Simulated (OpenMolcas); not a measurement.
## Co2+: moving or changing the point charges

Co2+ among 8 point charges of -1.6 e arranged as a cube (Oh), 1.76 Å from the ion.
```
   1.0161    1.0161    1.0161  -1.60
   1.0161    1.0161   -1.0161  -1.60
   1.0161   -1.0161    1.0161  -1.60
   1.0161   -1.0161   -1.0161  -1.60
  -1.0161    1.0161    1.0161  -1.60
  -1.0161    1.0161   -1.0161  -1.60
  -1.0161   -1.0161    1.0161  -1.60
  -1.0161   -1.0161   -1.0161  -1.60
```

```yaml
Program: OpenMolcas
Method: "SS-CASPT2, IPEA 0.25 Eh, imaginary shift 0.1 Eh (closed shells correlated: 3s 3p)"
Basis: ANO-RCC-VDZP [5s4p2d1f]
Scalar_Hamiltonian: DKH2, point nucleus
Active_space: 7 electrons in 5 orbitals (3d)
State_averaging: 2S+1 = 4 even, 10 roots; 2S+1 = 2 even, 40 roots
Spin-orbit_coupling: RASSI with atomic mean-field integrals over the reference wave functions
```

Runs around this geometry, states (labels of O, the rotations of Oh). Energies in cm-1 above the lowest state or level, χT in cm3 K/mol.

```tsv
R (Å)	q (e)	Ground state	First state of that spin	First gap with spin-orbit (degeneracies)	χT at 300 K	First state of another spin
1.76	-1.04	4A2	4T2 5060	4840 (4, 4)	2.538	2E 19280
1.76	-1.6	4A2	4T2 7710	7520 (4, 4)	2.309	2E 20060
1.87	-1.6	4A2	4T2 5820	5640 (4, 4)	2.451	2E 19740
```

Taking the first state of the same spin as R^-n, n = -ln(5820 / 7710) / ln(1.87 / 1.76) = 4.6 between the shortest and longest distance.

Scaling the charges by -1.04 / -1.6 = 0.65 scales the first state of the same spin by 5060 / 7710 = 0.66; with fixed orbitals a first-order splitting would follow the charge.

Roots that are degenerate in the reference are averaged as groups; the widest CASPT2 spread within a group is 690 cm-1 (the 3-fold group of multiplicity 4 near 5820 cm-1 above the lowest state of its run, R = 1.87, q = -1.6). Shifts and gaps below about the spread of the groups concerned are not significant. Free-ion shares, where given, are those of the reference states; single-state CASPT2 does not remix them. Point charges carry no covalency, so the field is a model and not that of real ligands. No measured value stands beside these numbers.
